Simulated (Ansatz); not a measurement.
Reaction (formal hydrolysis of a C–Si bond): `F/C(=N\[SiH3])[SiH2]Cl` + H₂O → `O/C(F)=N/[SiH3]` + `[SiH3]Cl`

Computed with Ansatz on PBE0-D4/def2-TZVP structures; ΔE is electronic, products minus reactants. CCSD(T)/CBS adds triple-zeta CCSD(T) − MP2 to the extrapolated MP2 energy (def2 sets, frozen cores). This one scheme is used for every species. Double bonds are as drawn, so ΔE can hold a change between cis and trans. DFT in def2-TZVPP. HSE06 is defined as in plane-wave codes. One conformer a species, not always the lowest.

**Question.** Is it downhill or uphill in electronic energy at CCSD(T)/CBS, and by how much? (Best estimate.)

**Answer.** Ansatz gave: Uphill: ΔE = +8.2 kJ/mol.

**Question.** What do these levels give: BLYP-D4, PBE0-D4, HSE06-D4, CAM-B3LYP-D4, revPBE, BLYP, RPA@PBE/def2-TZVPP, CCSD(T)/def2-SVP, HF/def2-TZVPP, MP2/def2-TZVPP, SCS-MP2/def2-QZVPP, MP2/CBS(def2)? (Best estimate.)

**Answer.** Ansatz gave: BLYP-D4 6.8, PBE0-D4 -8.4, HSE06-D4 -8.5, CAM-B3LYP-D4 -8.5, revPBE -4.6, BLYP -2.9, RPA@PBE/def2-TZVPP -1.8, CCSD(T)/def2-SVP -28.3, HF/def2-TZVPP -30.0, MP2/def2-TZVPP 2.2, SCS-MP2/def2-QZVPP 3.9, MP2/CBS(def2) 10.6 kJ/mol.

Largest T1 diagnostic among the species: 0.013.

From PBE to PBE0 (25 % exact exchange), in def2-TZVPP and without D4, ΔE moves by −6.9 kJ/mol. Leaving LDA and LC-ωPBE aside and taking each functional with its dispersion term where it has one, the values, not all of them listed here, spread over 21.1 kJ/mol, from B97M-V to BLYP-D4. LDA lies −11.2 kJ/mol from PBE without D4.
